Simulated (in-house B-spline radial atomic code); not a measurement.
Ionisation energies along the 3-electron series, configuration [He] 2s1, as differences of self-consistent energies. NIST's values go from ground level to ground level; the uncertainty of those that are theory runs from under 0.1 % in few-electron ions to several per cent in heavy many-electron ones. Computed with an all-electron radial atomic-structure program (B-spline basis): non-relativistic Hartree-Fock, average of the configuration, point nuclei.

This level leaves out relativity, spin-orbit splitting included, which matters for heavy ions.

| ion | configuration after | ionisation energy (eV) | IE/(q+1)² (eV) | -ε less Coulomb ΔSCF (eV) | tabulated value (eV) | tabulated kind | computed minus tabulated (eV) |
| --- | --- | --- | --- | --- | --- | --- | --- |
| I50+ | 1s2 | 8987.5 | 3.4554 | 0.010928 | 9421.1 | tabulated theory | -434 |
| Xe51+ | 1s2 | 9340.7 | 3.4544 | 0.010949 | 9810.37 | tabulated theory | -470 |
| Cs52+ | 1s2 | 9700.6 | 3.4534 | 0.01097 | 10208.78 | tabulated theory | -508 |
| Ba53+ | 1s2 | 10067.3 | 3.4524 | 0.01099 | 10616.42 | tabulated theory | -549 |
| La54+ | 1s2 | 10440.9 | 3.4515 | 0.011009 | 11033.4 | tabulated theory | -593 |
| Ce55+ | 1s2 | 10821.2 | 3.4506 | 0.011028 | 11459.85 | tabulated theory | -639 |
| Pr56+ | 1s2 | 11208.3 | 3.4498 | 0.011046 | 11895.89 | tabulated theory | -688 |
| Nd57+ | 1s2 | 11602.3 | 3.449 | 0.011063 | 12341.66 | tabulated theory | -739 |
| Pm58+ | 1s2 | 12003.0 | 3.4482 | 0.01108 | 12797.26 | tabulated theory | -794 |
| Sm59+ | 1s2 | 12410.6 | 3.4474 | 0.011096 | 13262.85 | tabulated theory | -852 |
| Eu60+ | 1s2 | 12824.9 | 3.4466 | 0.011112 | 13738.58 | tabulated theory | -914 |
| Gd61+ | 1s2 | 13246.1 | 3.4459 | 0.011128 | 14224.57 | tabulated theory | -978 |
| Tb62+ | 1s2 | 13674.0 | 3.4452 | 0.011143 | 14721.02 | tabulated theory | -1047 |
| Dy63+ | 1s2 | 14108.8 | 3.4445 | 0.011157 | 15228.06 | tabulated theory | -1119 |
| Ho64+ | 1s2 | 14550.4 | 3.4439 | 0.011171 | 15745.77 | tabulated theory | -1195 |
| Er65+ | 1s2 | 14998.7 | 3.4432 | 0.011185 | 16274.56 | tabulated theory | -1276 |
| Tm66+ | 1s2 | 15453.9 | 3.4426 | 0.011198 | 16814.34 | tabulated theory | -1360 |
| Yb67+ | 1s2 | 15915.9 | 3.442 | 0.011211 | 17365.44 | tabulated theory | -1450 |
| Lu68+ | 1s2 | 16384.7 | 3.4414 | 0.011223 | 17928.05 | tabulated theory | -1543 |
| Hf69+ | 1s2 | 16860.2 | 3.4409 | 0.011235 | 18502.32 | tabulated theory | -1642 |
| Ta70+ | 1s2 | 17342.6 | 3.4403 | 0.011247 | 19088.51 | tabulated theory | -1746 |
| W71+ | 1s2 | 17831.8 | 3.4398 | 0.011259 | 19686.74 | tabulated theory | -1855 |
| Re72+ | 1s2 | 18327.8 | 3.4393 | 0.01127 | 20297.4 | tabulated theory | -1970 |
